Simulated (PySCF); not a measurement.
Compound: C4H5O2S (doublet state).
Z-matrix (Å and degrees, GFN2-xTB geometry), rows numbered from 1:
```
C 
C   1  1.4915
S   2  1.6484  1  122.98
O   2  1.3237  1  113.41  3  -179.92
C   4  1.3237  2  124.76  1  -179.89
C   5  1.4274  4  119.25  2  -179.85
O   6  1.2181  5  125.69  4     0.04
H   1  1.0892  2  109.91  3   -60.20
H   1  1.0871  2  110.06  3   178.87
H   1  1.0889  2  109.91  3    57.80
H   5  1.0834  4  118.70  2     0.17
H   6  1.1049  5  112.67  4   179.93
```

The hyperfine couplings belong to this conformer and change with its torsions.

As a line formula: `CC(=S)O[CH]C=O` [radical].

Theory: UKS B3LYP, pcH-1 on C H O S, non-relativistic, mean-field spin-orbit, GIAO in PySCF. One conformer (not necessarily the lowest) at the GFN2-xTB geometry, without solvent, vibrations or thermal averaging. A GFN2-xTB geometry isn't a minimum of the functional, and hyperfine couplings can be far from their values at a DFT geometry. No stability test was run, so a lower SCF solution isn't excluded.

(1) Break the g tensor into its mass correction, gauge correction and orbital-Zeeman/spin–orbit terms.

(2) What effective moment and Curie constant follow for a powder?

(3) At 9.648 GHz, how far is the centre of the isotropic spectrum from where a free electron (g = 2.002319) resonates?

(4) In a frozen sample, at which fields do the three g values resonate at 9.5, 34, 94 and 263 GHz (hyperfine left aside), and which band first spreads them over more than twice a line width of 0.3 mT?

## Answers

(1) 
```csv
Δg (ppt),1,2,3
relativistic mass correction,-0.22,-0.22,-0.22
gauge correction,-0.01,0.04,0.04
orbital Zeeman/spin–orbit,-0.01,3.58,10.87
total,-0.24,3.41,10.70
```

So g = 2.00208, 2.00573, 2.01302 and g_iso = 2.00694; the tensor is rhombic: the two nearest values differ by 33 % of g3 − g1. Axes: g2 points within 13° of the O4–C5 bond and g3 points within 10° of the C2–S3 bond.

(2) With the mean of g² = 4.0278 and S(S+1) = 0.75: μ_eff = √(⟨g²⟩S(S+1)) = 1.738 μB and χT = 0.12505·⟨g²⟩·S(S+1) = 0.378 cm³ K/mol (cgs; spin-Hamiltonian part alone).

(3) B = hν/(g μB) with μB/h = 13.99624 MHz/mT gives 344.26 mT for the free electron and 343.47 mT at g_iso, 0.79 mT lower.

(4) 
| band | GHz | B(g3) mT | B(g2) mT | B(g1) mT | spread mT |
| --- | --- | --- | --- | --- | --- |
| X | 9.5 | 337.18 | 338.41 | 339.02 | 1.84 |
| Q | 34.0 | 1206.76 | 1211.14 | 1213.35 | 6.59 |
| W | 94.0 | 3336.33 | 3348.45 | 3354.56 | 18.23 |
| J | 263.0 | 9334.63 | 9368.55 | 9385.62 | 50.99 |

The spread grows in proportion to the frequency. X band is the first where it exceeds 0.6 mT.

The Mulliken spin populations are largest on C5 (+0.69), O7 (+0.30), S3 (+0.12) and C6 (-0.10). The angles at C5 add up to 360.0°, so it is planar; its axial dipolar tensor and the negative coupling of its proton fit spin in a p orbital normal to that plane.

The HOMO–LUMO gaps are 4.63 eV among the α and 2.73 eV among the β orbitals.

The run took 47 s (grids of density and orbitals included) on an Arm Neoverse V2 with one thread, no GPU, shared host with 32 logical CPUs at a one-minute load of 13, and the process peaked at 0.88 GiB of memory.
